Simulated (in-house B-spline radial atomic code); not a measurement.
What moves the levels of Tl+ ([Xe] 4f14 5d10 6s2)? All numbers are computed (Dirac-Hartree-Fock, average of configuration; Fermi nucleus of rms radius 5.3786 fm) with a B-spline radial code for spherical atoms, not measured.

Baseline run (computed): total energy -20274.8108 hartree, 1s1/2 at -3164.505 hartree, 6s1/2 at -18.763 eV with <r> = 2.472 bohr.

Changing the nucleus:

```json
{"nucleus": "Fermi nucleus of rms radius 5.3896 fm, A = 185", "ΔE (eV)": "0.459"}
{"nucleus": "Fermi nucleus of rms radius 5.4017 fm, A = 188", "ΔE (eV)": "0.964"}
{"nucleus": "Fermi nucleus of rms radius 5.4121 fm, A = 190", "ΔE (eV)": "1.4"}
{"nucleus": "Fermi nucleus of rms radius 5.4169 fm, A = 191", "ΔE (eV)": "1.6"}
{"nucleus": "Fermi nucleus of rms radius 5.4191 fm, A = 192", "ΔE (eV)": "1.69"}
{"nucleus": "Fermi nucleus of rms radius 5.4243 fm, A = 193", "ΔE (eV)": "1.91"}
{"nucleus": "Fermi nucleus of rms radius 5.4259 fm, A = 194", "ΔE (eV)": "1.98"}
{"nucleus": "Fermi nucleus of rms radius 5.4325 fm, A = 195", "ΔE (eV)": "2.25"}
{"nucleus": "Fermi nucleus of rms radius 5.4327 fm, A = 196", "ΔE (eV)": "2.26"}
{"nucleus": "Fermi nucleus of rms radius 5.4388 fm, A = 197", "ΔE (eV)": "2.52"}
{"nucleus": "Fermi nucleus of rms radius 5.4396 fm, A = 198", "ΔE (eV)": "2.55"}
{"nucleus": "Fermi nucleus of rms radius 5.4479 fm, A = 199", "ΔE (eV)": "2.9"}
{"nucleus": "Fermi nucleus of rms radius 5.4491 fm, A = 200", "ΔE (eV)": "2.95"}
{"nucleus": "Fermi nucleus of rms radius 5.4573 fm, A = 201", "ΔE (eV)": "3.29"}
{"nucleus": "Fermi nucleus of rms radius 5.4595 fm, A = 202", "ΔE (eV)": "3.39"}
{"nucleus": "Fermi nucleus of rms radius 5.4666 fm, A = 203", "ΔE (eV)": "3.68"}
{"nucleus": "Fermi nucleus of rms radius 5.4704 fm, A = 204", "ΔE (eV)": "3.84"}
{"nucleus": "Fermi nucleus of rms radius 5.4759 fm, A = 205", "ΔE (eV)": "4.08"}
{"nucleus": "Fermi nucleus of rms radius 5.4853 fm, A = 207", "ΔE (eV)": "4.47"}
{"nucleus": "Fermi nucleus of rms radius 5.4946 fm, A = 208", "ΔE (eV)": "4.86"}
```

A larger nucleus binds the electrons less, roughly as the density at the nucleus times the change of the nuclear <r²>. The reference is A = 183.
